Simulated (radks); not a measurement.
Valence configurations of Cu I (all share [Ar]). Method: scalar-relativistic Kohn-Sham, PBEsol, spin-unpolarised, spherical densities, finite nucleus; Fermi nuclear charge, rms radius 3.8823 fm; computed with a radial shooting solver on a logarithmic mesh with Libxc functionals. Energies are relative to 3d10 4s1; eigenvalues in eV.

valence,E (eV),e(3d),e(4p),e(4s)
3d10 4s1,0.000,-5.060,-,-4.609
3d9.5 4s1.5,0.585,-7.132,-,-5.196
3d9 4s2,1.985,-9.546,-,-5.832
3d10 4s0.5 4p0.5,2.036,-6.199,-1.231,-5.411
3d10 4p1,4.170,-7.179,-1.705,-
3d9 4s1.5 4p0.5,4.379,-10.633,-1.661,-6.545
3d9 4s1 4p1,6.863,-11.603,-2.104,-7.153
3d9 4s0.5 4p1.5,9.425,-12.498,-2.495,-7.691
3d8 4s2 4p1,13.427,-17.224,-2.602,-8.380
3d7.5 4s1.5 4p2,24.749,-22.097,-3.584,-9.975

NIST lists [Ar] 3d10 4s1 as the ground configuration; this level of theory agrees among the configurations tried. The energies are those of spherical spin-averaged densities, not of single terms.
